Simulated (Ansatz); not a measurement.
`[F][AlH][CH2][SiH3]` + H₂ → `[AlH2][CH2][SiH3]` + H–F at 500 K and 1 bar (hydrogenolysis of the Al–F bond).

Isolated molecules relaxed with PBE0-D4/def2-TZVP in Ansatz; ΔE leaves out vibrations. CBS: MP2 limit from def2 TZ/QZ plus the TZ coupled-cluster correction, frozen cores. This one scheme is used for every species. One conformer a species, not always the lowest.

```json
{"species": "`[F][AlH][CH2][SiH3]`", "CCSD(T)/CBS energy (Eh)": "-672.62924", "H − E (kJ/mol)": "205.6", "S (J/(mol·K))": "418.5"}
{"species": "H₂", "CCSD(T)/CBS energy (Eh)": "-1.17544", "H − E (kJ/mol)": "41.0", "S (J/(mol·K))": "145.5"}
{"species": "`[AlH2][CH2][SiH3]`", "CCSD(T)/CBS energy (Eh)": "-573.34237", "H − E (kJ/mol)": "212.2", "S (J/(mol·K))": "391.2"}
{"species": "H–F", "CCSD(T)/CBS energy (Eh)": "-100.39570", "H − E (kJ/mol)": "39.4", "S (J/(mol·K))": "188.7"}
```

H − E and S are ideal-gas, rigid-rotor, harmonic terms from PBE0-D4/def2-TZVP, for one conformer and one mirror image of each species. The MP2-based limit puts H₂ 0.8 mEh under its directly extrapolated value; such offsets cancel only in part. 1 Eh = 2625.50 kJ/mol, R = 8.31446 J/(mol·K).

Task: By hand: ΔE, ΔH, ΔS and ΔG.

Result: ΔE = (-573.34237) + (-100.39570) − (-672.62924) − (-1.17544) = 0.06661 Eh = 174.9 kJ/mol. Δ(H − E) = 212.2 + 39.4 − 205.6 − 41.0 = 5.0, so ΔH = 179.9 kJ/mol. ΔS = 391.2 + 188.7 − 418.5 − 145.5 = 15.9 J/(mol·K). ΔG = 179.9 − 500 × (15.9)/1000 = 172.0 kJ/mol.

Task: By hand: the equilibrium constant, and the temperature at which ΔG would vanish if ΔH and ΔS stayed fixed.

Result: log₁₀ K = −ΔG/(RT ln 10) = -18.0. ΔG = 0 at ΔH/ΔS = 11314 K, far beyond where these terms or the molecules hold.

ΔH outweighs TΔS. A doubt of 5 kJ/mol in ΔE shifts log₁₀ K by 0.5 here. Other conformers and mirror images would add mixing entropy, several J/(mol·K) or more a flexible species. Modes under 60 cm⁻¹, often nearly free rotors, make the harmonic entropy too high. These are equilibria of isolated gas molecules and say nothing of rates. Largest T1 diagnostic: 0.012 (customary marks: 0.02 for closed shells, 0.045 for open ones).
